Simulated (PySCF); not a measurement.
C₆ coefficients of unlike pairs at TPSSh

Calculated with PySCF 2.14 from the dipole response of each species, C₆(A,B) = (3/π) ∫ α_A(iu) α_B(iu) du, in atomic units, from isotropic polarisabilities. For ions this is the dispersion term alone; charge-induced terms of lower order in 1/R come first.

```tsv
species	configuration	basis	relativity	α (bohr³)	C₆ (like pair)
Al³⁺	[Ne] (1S)	aug-cc-pwCVTZ (8s7p5d3f)	none	0.2759	0.2578
Tc⁺	[Kr] 4d5 5s1 (7S)	aug-cc-pVTZ-DK (9s8p6d3f2g)	spin-free X2C	36.34	272.4
Sb	[Kr] 4d10 5s2 5p3 (4S)	def2-TZVPPD with the def2 core potential (28 electrons) (7s5p4d2f)	core potential	45.33	501.4
```

(1) Estimate C₆ for Sb with Al³⁺.

No spin-orbit coupling is included.

The other pairs:

| pair | C₆ |
| --- | --- |
| Tc⁺, Al³⁺ | 4.925 |
| Sb, Tc⁺ | 368.5 |

Answers

(1) The integral gives 6.506. The combination rule 2 C_A C_B / (C_A α_B/α_A + C_B α_A/α_B) gives 5.693 and the geometric mean 11.37.
